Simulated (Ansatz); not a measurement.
Species: C₄H₂ (charge 0, singlet). 
Geometry from a B3LYP-D3(BJ)/def2-TZVP (Ansatz, a first-principles code) optimisation:
```xyz
6

C      0.0000     0.0000    -1.8866
C      0.0000     0.0000    -0.6818
C      0.0000     0.0000     0.6818
C      0.0000     0.0000     1.8866
H      0.0000     0.0000    -2.9488
H      0.0000     0.0000     2.9488
```
Charge 0, spin multiplicity 1.

Basis-set convergence of Hartree-Fock and CCSD(T) correlation energies (hartree) with Ansatz. Cores are frozen in the correlated levels unless marked. Spin-orbit coupling is left out. No relativistic terms.

The Hartree-Fock reference is unstable (checked in the largest basis), which strains HF and MP2. 

| basis | functions | E(HF) | E(corr, CCSD(T)) | rough core time |
|---|---|---|---|---|
| aug-cc-pVDZ | 110 | -152.51268 | -0.55357 | under 20 s |
| aug-cc-pVTZ | 230 | ? | ? | 25 s |

Q: Fill in the missing entries.

A: 
- aug-cc-pVTZ, E(HF): -152.55264
- aug-cc-pVTZ, E(corr, CCSD(T)): -0.65182
